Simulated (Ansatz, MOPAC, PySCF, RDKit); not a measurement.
Noncovalent pair: CH3F (SMILES CF) (first 5 atoms) with CH6Si (SMILES C[SiH3]); geometry from B3LYP-D3(BJ)/def2-TZVP, rigid monomers moved along the line of their centres of mass till F2···Si7 is 2.99 Å.
(charge 0, multiplicity 1):
```json
[
 {"atom": "C", "x (Å)": "-0.6817", "y (Å)": "0.4925", "z (Å)": "-0.3017"},
 {"atom": "F", "x (Å)": "0.3161", "y (Å)": "-0.2714", "z (Å)": "0.2995"},
 {"atom": "H", "x (Å)": "-0.4888", "y (Å)": "0.5315", "z (Å)": "-1.3741"},
 {"atom": "H", "x (Å)": "-1.6455", "y (Å)": "0.0230", "z (Å)": "-0.1049"},
 {"atom": "H", "x (Å)": "-0.6574", "y (Å)": "1.4946", "z (Å)": "0.1264"},
 {"atom": "C", "x (Å)": "1.0384", "y (Å)": "-0.9499", "z (Å)": "3.1989"},
 {"atom": "Si", "x (Å)": "-0.3649", "y (Å)": "0.2897", "z (Å)": "3.1604"},
 {"atom": "H", "x (Å)": "1.9033", "y (Å)": "-0.5412", "z (Å)": "3.7246"},
 {"atom": "H", "x (Å)": "1.3411", "y (Å)": "-1.2062", "z (Å)": "2.1835"},
 {"atom": "H", "x (Å)": "0.7342", "y (Å)": "-1.8650", "z (Å)": "3.7103"},
 {"atom": "H", "x (Å)": "-0.7857", "y (Å)": "0.6455", "z (Å)": "4.5397"},
 {"atom": "H", "x (Å)": "-1.5491", "y (Å)": "-0.2599", "z (Å)": "2.4557"},
 {"atom": "H", "x (Å)": "0.0409", "y (Å)": "1.5416", "z (Å)": "2.4759"}
]
```

Interaction energies are E(AB) − E(A) − E(B) at the monomers' geometry in the complex; basis-set methods are counterpoise corrected. Rows marked so take none. RDKit's UFF carries no charges.

Rows in 3-21G carry no dispersion term and start afresh at each structure. The state that PM6 reach isn't checked.

Codes used: Ansatz (Gaussian basis) for Hartree–Fock, density functionals and correlated methods; MOPAC for PM6 (differences of heats of formation); PySCF for 3-21G rows; RDKit for the force fields. Values without a source in brackets are computed.

**Question.** One of these levels gives -18.3 kJ/mol for the interaction energy. Name it.
A. HF/3-21G (no counterpoise)
B. UFF
C. PM6
D. r2SCAN/def2-TZVPPD

**Answer.** A, HF/3-21G (no counterpoise). The others give 7.9 (UFF), 11.4 (PM6), -3.6 (r2SCAN/def2-TZVPPD)

Ansatz is a program for electronic structure.
